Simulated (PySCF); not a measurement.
Computed shifts of a molecule C₅H₆Se, B3LYP/pcSseg-1 in PySCF, GIAO, gas phase, equivalent atoms averaged, in ppm (number of nuclei): ¹³C: 152.9 (1), 148.4 (1), 141.5 (1), 117.9 (1), 39.8 (1). ¹H: 7.23 (1), 6.26 (1), 5.38 (1), 5.23 (1), 3.98 (2). References: ¹³C against TMS (σ = 181.3 ppm); ⁷⁷Se against Me2Se (σ = 1647.9 ppm); ¹H against TMS (σ = 31.68 ppm), references at their B3LYP-D3(BJ)/def2-TZVP geometries, non-relativistic. Geometry optimised at B3LYP-D3(BJ)/def2-SVP. One conformer was computed; it need not be the lowest.

Task: Which structure fits?
(A) C=CC1=C[Se]C1
(B) C=C1C=C[Se]C1
(C) C=C1CC=C[Se]1
(D) Cc1cc[se]c1

Result: A, C=CC1=C[Se]C1
